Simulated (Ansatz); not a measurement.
`C#[C][GeH2][NH2]` + NH₃ → `[NH2][GeH2][NH2]` + acetylene at 700 K and 1 bar (ligand exchange at a Ge–C bond).

Program: Ansatz. Geometries: PBE0-D4/def2-TZVP. ΔE: electronic, gas phase. CBS: MP2 limit from def2 TZ/QZ plus the TZ coupled-cluster correction, frozen cores. This one scheme is used for every species. For Ge outer-core shells are correlated without core-valence functions, which leaves a few kJ/mol of doubt a bond. Scalar relativity is left out up to krypton. One conformer a species, not always the lowest.

```
           species  CCSD(T)/CBS energy (Eh)  H − E (kJ/mol)  S (J/(mol·K))
`C#[C][GeH2][NH2]`              -2209.87304           229.4          431.9
               NH₃                -56.50880           116.9          226.5
`[NH2][GeH2][NH2]`              -2189.15013           242.7          400.3
             `C#C`                -77.22717           102.1          244.4
```

H − E and S are ideal-gas, rigid-rotor, harmonic terms from PBE0-D4/def2-TZVP, for one conformer and one mirror image of each species. 1 Eh = 2625.50 kJ/mol, R = 8.31446 J/(mol·K).

By hand: ΔE, ΔH, ΔS and ΔG.

ΔE = (-2189.15013) + (-77.22717) − (-2209.87304) − (-56.50880) = 0.00454 Eh = 11.9 kJ/mol. Δ(H − E) = 242.7 + 102.1 − 229.4 − 116.9 = -1.5, so ΔH = 10.4 kJ/mol. ΔS = 400.3 + 244.4 − 431.9 − 226.5 = -13.7 J/(mol·K). ΔG = 10.4 − 700 × (-13.7)/1000 = 20.0 kJ/mol.

By hand: the equilibrium constant, and the temperature at which ΔG would vanish if ΔH and ΔS stayed fixed.

log₁₀ K = −ΔG/(RT ln 10) = -1.5. ΔH and −TΔS have one sign here, so there is no such temperature.

TΔS isn't small against ΔH here. A doubt of 5 kJ/mol in ΔE shifts log₁₀ K by 0.4 here. Other conformers and mirror images would add mixing entropy, several J/(mol·K) or more a flexible species. These are equilibria of isolated gas molecules and say nothing of rates. Largest T1 diagnostic: 0.013 (customary marks: 0.02 for closed shells, 0.045 for open ones).
